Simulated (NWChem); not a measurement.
# C2H5F cation, doublet; SMILES of the neutral closed-shell parent CCF

```xyz
8

C      0.2370    -1.1964     0.0000
C     -0.4492     0.0904     0.0000
F      0.2682     1.2032     0.0000
H     -0.4639    -2.0514     0.0000
H      0.9689    -1.2782    -0.8578
H      0.9689    -1.2782     0.8578
H     -1.3072     0.2075     0.7844
H     -1.3072     0.2075    -0.7844
```
Atoms are numbered in this order, from 1.

In the optimisation the excess spin sits in a" (Cs, its own frame). Geometry: optimised at PBE-D3(BJ)/def2-SVP, spin-unrestricted. This spin state was assumed; another may lie lower. No stability test was run on the SCF state.

Symmetry labels are those of Cs in the frame above (b1 and b2, or b-type labels, depend on it).

### Question
List the 4 lowest vertical excitations from PBE/def2-SVP, spin-unrestricted, TDA (NWChem).

### Answer
```tsv
state	energy (eV)	oscillator strength	symmetry of the excitation	<S²>
state 1	1.78	0.000	a'	0.75
state 2	2.58	0.000	a'	0.75
state 3	3.53	0.130	a"	0.75
state 4	4.76	0.003	a'	0.75
```
